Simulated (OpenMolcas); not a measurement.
V2+: moving or changing the point charges

V2+ among 6 point charges of -2.2 e arranged as a tetragonal octahedron (D4h), 1.72 Å from the ion, with the axial distance 1.926 Å. The active orbitals were held to one l.
```
   1.7200    0.0000    0.0000  -2.20
   0.0000    1.7200    0.0000  -2.20
  -1.7200    0.0000    0.0000  -2.20
   0.0000   -1.7200    0.0000  -2.20
   0.0000    0.0000    1.9264  -2.20
   0.0000    0.0000   -1.9264  -2.20
```

```yaml
Program: OpenMolcas
Method: CASSCF
Basis: ANO-RCC-VDZP [5s4p2d1f]
Scalar_Hamiltonian: DKH2, point nucleus
Active_space: 3 electrons in 5 orbitals (3d)
State_averaging: 2S+1 = 4 even, 10 roots; 2S+1 = 2 even, 40 roots
Spin-orbit_coupling: RASSI with atomic mean-field integrals over the reference wave functions
```

Runs around this geometry, states (labels of D4, the rotations of D4h). Energies in cm-1 above the lowest state or level, χT in cm3 K/mol.

| R (Å) | q (e) | Axial / equatorial distance | Ground state | First state of that spin | First gap with spin-orbit (degeneracies) | χT at 300 K | First state of another spin |
| --- | --- | --- | --- | --- | --- | --- | --- |
| 1.72 | -1.1 | 1.12 | 4B1 | 4E 7178 | 0.5 (2, 2) | 1.846 | 2A1 15535 |
| 1.72 | -2.2 | 1.12 | 4B1 | 4E 11958 | 0.1 (2, 2) | 1.865 | 2E 12162 |
| 1.89 | -2.2 | 1.12 | 4B1 | 4E 8991 | 0.2 (2, 2) | 1.854 | 2E 14578 |
| 1.72 | -2.2 | 1.21 | 4B1 | 4E 10316 | 0.1 (2, 2) | 1.863 | 2E 10567 |

Taking the first state of the same spin as R^-n, n = -ln(8991 / 11958) / ln(1.89 / 1.72) = 3.0 between the shortest and longest distance.

Scaling the charges by -1.1 / -2.2 = 0.50 scales the first state of the same spin by 7178 / 11958 = 0.60; with fixed orbitals a first-order splitting would follow the charge.

Without dynamic correlation the repulsion within the d shell is too large (B by tens of per cent), so at a given field states of lower spin stand too high. This is an electrostatic model: the charges have no orbitals. No measured value stands beside these numbers.
